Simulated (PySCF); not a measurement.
## Successive W–H bond energies

Level of theory: PySCF, PBE0, basis W def2-TZVP with ECP60, H def2-TZVP (scalar-relativistic core potentials, no spin–orbit coupling, density fitting).

Each entry is the lowest minimum that a search over a few typed start shapes (and spin states, where more than one is plausible) found, or that minimum re-optimised at the stated level; isomers with ligand–ligand bonds, or fragments after loss of a ligand pair, can lie lower.

Total energies (Eh), which compare only within these settings: H atom -0.50106.

```csv
species,2S+1,group,E (Eh),ZPE (kJ/mol)
WH₂,5,C2v,-68.14143,27.1
WH₃,4,C3v,-68.74831,46.2
WH₄,3,Td,-69.35799,66.5
WH₅,2,Cs,-69.94838,92.6
WH₆,1,C3v,-70.55514,120.7
```

Task: What are De and D0 for WH₃ → WH₂ + H?

Result: De = [(-68.14143) + (-0.50106) − (-68.74831)] × 2625.5 = 278 kJ/mol. The zero-point energy changes by -19.0 kJ/mol, so D0 = 259 kJ/mol.

Task: What are De and D0 for WH₄ → WH₃ + H?

Result: De = [(-68.74831) + (-0.50106) − (-69.35799)] × 2625.5 = 285 kJ/mol. The zero-point energy changes by -20.3 kJ/mol, so D0 = 265 kJ/mol.

Task: What are De and D0 for WH₅ → WH₄ + H?

Result: De = [(-69.35799) + (-0.50106) − (-69.94838)] × 2625.5 = 235 kJ/mol. The zero-point energy changes by -26.1 kJ/mol, so D0 = 208 kJ/mol.

Task: What are De and D0 for WH₆ → WH₅ + H?

Result: De = [(-69.94838) + (-0.50106) − (-70.55514)] × 2625.5 = 278 kJ/mol. The zero-point energy changes by -28.1 kJ/mol, so D0 = 249 kJ/mol.

Atoms and open shells are unrestricted, without spin–orbit or basis-set superposition corrections.

One determinant describes each species, so states of open d or f shells may be missed.

Spin–orbit coupling can matter for elements this heavy.
